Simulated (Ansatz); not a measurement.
Gas-phase electronic energies from Ansatz, PBE0-D4/def2-TZVP geometries. CBS: MP2 limit from def2 TZ/QZ plus the TZ coupled-cluster correction, frozen cores. This one scheme is used for every species. DFT in def2-TZVPP. For Ge outer-core shells are correlated without core-valence functions, which leaves a few kJ/mol of doubt a bond. Scalar relativity is left out up to krypton. Each species was taken in one conformer, which may not be the lowest.

Consider the formal exchange of groups at the Si–O bond: `O[SiH2][CH2][GeH3]` + CH₄ → `C[SiH2][CH2][GeH3]` + H₂O.

(1) Is it downhill or uphill in electronic energy at CCSD(T)/CBS, and by how much? (Best estimate.)

(2) What do these levels give: r2SCAN-D4, PBE0-D4, CCSD/def2-TZVPP, HF/def2-QZVPP, MP2/def2-QZVPP, SCS-MP2/def2-QZVPP? (Estimate.)

Largest T1 diagnostic among the species: 0.011.

Results:

(1) The calculation gave: Uphill: ΔE = +94.3 kJ/mol.

(2) Computed: r2SCAN-D4 99.6, PBE0-D4 90.3, CCSD/def2-TZVPP 98.3, HF/def2-QZVPP 115.3, MP2/def2-QZVPP 96.5, SCS-MP2/def2-QZVPP 100.5 kJ/mol.

The D4 term adds −4.6 kJ/mol with B3LYP and −2.7 kJ/mol with PBE0; it sums over pairs of atoms, weighted by their polarisabilities, and B3LYP, whose exchange is more repulsive, gets the larger term. In def2-TZVPP, CCSD(T) changes the Hartree–Fock value by −18.7 kJ/mol (the triples alone add −1.9 kJ/mol) and MP2 by −17.5 kJ/mol.

B3LYP here is the variant with VWN-RPA as its local correlation; programs differ in this.
